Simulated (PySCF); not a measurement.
Molecule: SMILES C=C(F)OC(C)=O, C4H5FO2.

Cartesian coordinates in Å; atom numbers follow the order of the lines, from 1:
```xyz
12

C     2.251    0.324   -0.140
C     1.429   -0.583    0.346
F     1.891   -1.712    0.911
O     0.070   -0.633    0.406
C    -0.743    0.356   -0.039
C    -2.174   -0.048    0.159
O    -0.361    1.381   -0.523
H     1.887    1.226   -0.591
H     3.310    0.157   -0.082
H    -2.813    0.827    0.087
H    -2.448   -0.756   -0.622
H    -2.297   -0.538    1.120
```

Frames of a GFN2-xTB Langevin trajectory at 400 K; GIAO PBE0/pcSseg-1 shieldings in PySCF, gas phase, non-relativistic; equivalent atoms averaged within each frame.

δ = σ(ref) − σ, references computed at the same level: TMS for 13C (σ = 186.93 ppm), 1H (σ = 31.72 ppm); 19F (σ = 170.95 ppm) against CFCl3; 17O (σ = 336.08 ppm) against H2O. The references are static minima.

Question: How do the shifts (ppm) fluctuate along the trajectory?

Answer: 
```
         time (fs)     C5     C2    C1    C6     F3     O7     O4    H8    H9  H10/H11/H12
               250  174.0  169.3  87.5  21.0  -62.0  456.4  265.5  5.69  5.05         2.15
               425  170.9  167.5  76.6  21.9  -65.9  488.0  259.9  4.29  3.80         2.58
               625  179.3  159.8  81.9  30.9  -94.0  492.9  263.9  3.97  4.46         3.30
               800  173.2  165.7  81.1  20.9  -85.8  482.9  274.2  5.41  4.59         2.87
              1000  179.1  162.6  80.1  29.6  -79.6  497.7  267.6  5.03  5.09         2.81
    mean of frames  175.3  165.0  81.4  24.9  -77.4  483.6  266.2  4.88  4.60         2.74
standard deviation    3.7    3.8   3.9   5.0   13.4   16.2    5.3  0.73  0.53         0.42
```

5 frames give an uncertainty of the mean of about the standard deviation over 2.2 at best, since frames this close in time may not be independent; classical motion lacks zero-point vibration, and the reference would need the same averaging.
